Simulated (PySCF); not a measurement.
Dipole response of Sc²⁺ (scandium, charge +2)

[Ar] 3d1, 2D determinant. Calculation: PySCF 2.14, in aug-cc-pwCVTZ-DK with one added diffuse shell each of s, p, d, f, g type (11s10p8d5f4g, 152 functions); scalar relativity by spin-free X2C-1e. Coupled (time-dependent) response in atomic units; α is the mean over directions.

| method | mean α (bohr³) | α xx, yy, zz | C₆ (like pair) | S(−4) |
| --- | --- | --- | --- | --- |
| UHF | 4.449 | 5.140, 5.140, 3.069 | 13.39 | 17.21 |

S(−4) is the Cauchy moment in α(ω) = α(0) + S(−4) ω² + …

α(iu) at UHF:

```csv
u (hartree),α(iu) (bohr³)
0,4.449
0.0500,4.407
0.100,4.293
0.200,3.955
0.300,3.606
0.500,3.038
0.750,2.503
1.00,2.081
1.50,1.463
2.00,1.061
3.00,0.6150
5.00,0.2803
```

For an ion, C₆ is the dispersion term alone; charge-induced terms of lower order in 1/R come first.

The components differ because the open shell of this determinant is not spherical; for a pure term their mean is the scalar polarisability.
